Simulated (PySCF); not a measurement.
# One molecule, several mistakes: B2H6NSi

All numbers below are calculated, not measured. The program is PySCF 2.14.0, an open-source quantum chemistry code, run on an isolated molecule that a program drew, which may never have been made. The molecule is B2H6NSi (charge 0, doublet), drawn as the SMILES string `B[Si](B)N`.

Each row is a Hartree-Fock (HF) and frozen-core CCSD(T) single point in the cc-pV(D+d)Z basis, meant for a local HF minimum. Run 1 is clean. Each other run has one planted mistake out of seven kinds, and not every kind appears here: one electron removed, one electron added, multiplicity raised by two, geometry at a saddle point, minimal basis STO-3G, one bond length entered in bohr, all coordinates scaled. The reference is restricted for singlets and unrestricted otherwise, and also for a bond in bohr. Adding or removing an electron swaps singlet and doublet. Electrons count all cores. HOMO and LUMO are orbital energies over both spins, the gradient is its largest component, and the lowest frequency (negative if imaginary) is given only where the gradient is small. Bond lengths are over the 9 bonds as drawn. T1 is the CCSD diagnostic: over 0.02 (restricted) or 0.045 (unrestricted) a single reference is doubtful.

Geometry of the clean run:
```xyz
10
B2H6NSi, angstrom
B    -0.0291    0.5881    2.4081
Si    0.3027    0.1227    0.5247
B    -0.2206   -1.5897   -0.2920
N     1.0891    1.2713   -0.4574
H    -0.5820   -0.2165    3.1048
H     0.2971    1.6394    2.8883
H    -0.0106   -1.8545   -1.4445
H    -0.7739   -2.4030    0.3942
H     1.3900    2.1674   -0.1298
H     1.2983    1.1233   -1.4245
```

```
run,electrons,basis functions,<S^2>,HOMO (eV),LUMO (eV),gradient (hartree/bohr),lowest frequency (cm^-1),mean bond (Å),longest bond (Å),T1,HF (hartree),CCSD(T) (hartree),mistake
1,37,95,0.760,-7.15,0.62,3.0e-05,148,1.3824,1.968,0.0194,-396.19891,-396.69281,no fault
2,38,95,0.000,-0.62,6.28,3.2e-02,-,1.3824,1.968,0.0209,-396.19749,-396.73919,one electron added
3,37,30,0.754,-4.11,4.96,2.6e-02,-,1.3824,1.968,0.0288,-391.49989,-391.70531,minimal basis STO-3G
4,37,95,1.538,-7.35,0.89,2.6e-02,-,1.5769,3.719,0.0328,-396.08380,-396.55272,?
```

**Which mistake was planted in run 4, and what did it cost?**

The mean bond changes by a factor of 1.141 and the longest by 1.890, so the molecule wasn't scaled as a whole. A length L in bohr read as angstrom grows by (1/0.5292 - 1) L = 0.890 L. The 9 bonds together grew by 9 x 0.1945 = 1.750 Å, which gives L = 1.967 Å. That is the length of one of the B-Si bonds, 1.968 Å in the clean geometry. So the mistake is: one bond length entered in bohr. Subtracting run 1 and multiplying by 627.51 kcal/mol a hartree, the energy moved by 72.2 kcal/mol in HF and 87.9 kcal/mol in CCSD(T).

Cautions from the logs. Run 2: T1 is over the limit, so its CCSD(T) energy is less reliable.
